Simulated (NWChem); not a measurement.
# C$_{3}$H$_{10}$O$_{4}$Si; SMILES CC(C)O[Si](O)(O)O

```xyz
18

C     -1.3935    -2.0622     0.2095
C      0.0056    -1.6478    -0.2440
C      1.0575    -2.7167     0.0317
O      0.4061    -0.4564     0.4635
Si     0.0689     1.0799    -0.0052
O      0.4413     1.1877    -1.6101
O      0.9402     2.0559     1.0041
O     -1.5054     1.5695     0.1282
H     -1.7260    -2.9579    -0.3283
H     -1.3941    -2.2831     1.2832
H     -2.1136    -1.2590     0.0231
H     -0.0091    -1.4263    -1.3191
H      1.1091    -2.9320     1.1052
H      2.0447    -2.3792    -0.3000
H      0.8122    -3.6449    -0.4968
H      0.0080     1.9196    -2.0711
H      1.7775     1.6689     1.2965
H     -1.7476     1.8822     1.0114
```
Atoms are numbered in this order, from 1.

Computed with NWChem. The geometry was optimised at B3LYP/6-31G* (spherical d). Not confirmed as a minimum by frequencies. Total energies of different functionals are on different scales.

| level | energy (Ha) | highest occupied level (eV) | orbital gap (eV) | dipole (D) | relative time |
|---|---|---|---|---|---|
| B3LYP/def2-SVP | -710.5293 | -7.79 | 8.54 | 0.46 | 1 |
| PBE/def2-SVP | -709.8702 | -6.41 | 6.57 | 0.41 | 2 |
| CAM-B3LYP/def2-SVP | -710.3533 | -9.51 | 11.51 | 0.48 | 5 |
| MPW1K/def2-SVP | -710.3915 | -9.34 | 11.11 | 0.55 | 1 |
| PBE0/def2-SVP | -709.9282 | -8.09 | 9.22 | 0.48 | 1 |
| LC-wPBE (HJS exchange hole, range parameter 0.4 per bohr)/def2-SVP | -710.1310 | -10.91 | 14.38 | 0.52 | 5 |
| B3PW91/def2-SVP | -710.3219 | -7.82 | 8.86 | 0.48 | 1 |

The last column is a rough cost ratio, cheapest run = 1.
